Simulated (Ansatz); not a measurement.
`C#COC[SiH3]` → `C#CO[SiH3]` + `[CH2]` (triplet) at 298.15 K and 1 bar (formal loss of a carbene).

Program: Ansatz. Geometries: PBE0-D4/def2-TZVP. ΔE: electronic, gas phase. CCSD(T)/CBS is the MP2 limit (def2-TZVPP, def2-QZVPP) plus CCSD(T) − MP2 in def2-TZVPP, frozen cores. This one scheme is used for every species. Triplets are unrestricted, without spin–orbit coupling. Each species was taken in one conformer, which may not be the lowest.

| species | CCSD(T)/CBS energy (Eh) | H − E (kJ/mol) | S (J/(mol·K)) |
| --- | --- | --- | --- |
| `C#COC[SiH3]` | -481.90073 | 218.9 | 347.6 |
| `C#CO[SiH3]` | -442.69805 | 143.6 | 306.7 |
| `[CH2]` (triplet) | -39.09499 | 55.4 | 195.3 |

H − E and S are ideal-gas, rigid-rotor, harmonic terms from PBE0-D4/def2-TZVP, for one conformer and one mirror image of each species, with the whole ground term of open shells counted as degenerate. 1 Eh = 2625.50 kJ/mol, R = 8.31446 J/(mol·K).

Question: By hand: ΔE, ΔH, ΔS and ΔG.

Answer: ΔE = (-442.69805) + (-39.09499) − (-481.90073) = 0.10769 Eh = 282.7 kJ/mol. Δ(H − E) = 143.6 + 55.4 − 218.9 = -19.9, so ΔH = 262.8 kJ/mol. ΔS = 306.7 + 195.3 − 347.6 = 154.4 J/(mol·K). ΔG = 262.8 − 298.15 × (154.4)/1000 = 216.8 kJ/mol.

Question: By hand: the equilibrium constant, and the temperature at which ΔG would vanish if ΔH and ΔS stayed fixed.

Answer: log₁₀ K = −ΔG/(RT ln 10) = -38.0. ΔG = 0 at ΔH/ΔS = 1702 K.

The number of gas molecules changes by +1, which sets the sign of ΔS. A doubt of 5 kJ/mol in ΔE shifts log₁₀ K by 0.9 here. Other conformers and mirror images would add mixing entropy, several J/(mol·K) or more a flexible species. Modes under 60 cm⁻¹, often nearly free rotors, make the harmonic entropy too high. A triplet takes part, so the spin changes. These are equilibria of isolated gas molecules and say nothing of rates. Largest T1 diagnostic: 0.013 (customary marks: 0.02 for closed shells, 0.045 for open ones).
